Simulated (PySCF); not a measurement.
## SbN: script and output

Input:

```python
from pyscf import gto, scf, mp

mol = gto.M(
    atom='Sb 0 0 0; N 0 0 2.02',
    basis='lanl2dz',
    ecp={'Sb': 'lanl2dz'},
    charge=0,
    spin=0,
    symmetry=True,
    verbose=3,
)
mf = scf.RHF(mol)
mf.kernel()
mp.MP2(mf).kernel()
mf.dip_moment()
print('orbital energies (hartree):', mf.mo_energy[..., max(0, mol.nelec[1]-3):mol.nelec[0]+3].round(4))
```

```bash
$ OMP_NUM_THREADS=1 python input.py
```

It prints:

```
converged SCF energy = -59.5194998578591
E(RMP2) = -59.8086201971583  E_corr = -0.289120339299213
E(SCS-RMP2) = -59.7936808187315  E_corr = -0.274180960872433
Dipole moment(X, Y, Z, Debye):  0.00000,  0.00000, -4.57978
orbital energies (hartree): [-0.4151 -0.3453 -0.3453 -0.0111 -0.0111  0.1006]
```

In short: E(SCF) = -59.519500 Eh, E(MP2) − E(SCF) = -0.28912 Eh, μz(SCF) = -4.58 D.

Hardware: Arm Neoverse V2, 1 thread, shared host. Wall time 0.62 s.

Stability towards an unrestricted solution was not tested. The bond length is a typed value, not an optimised one.
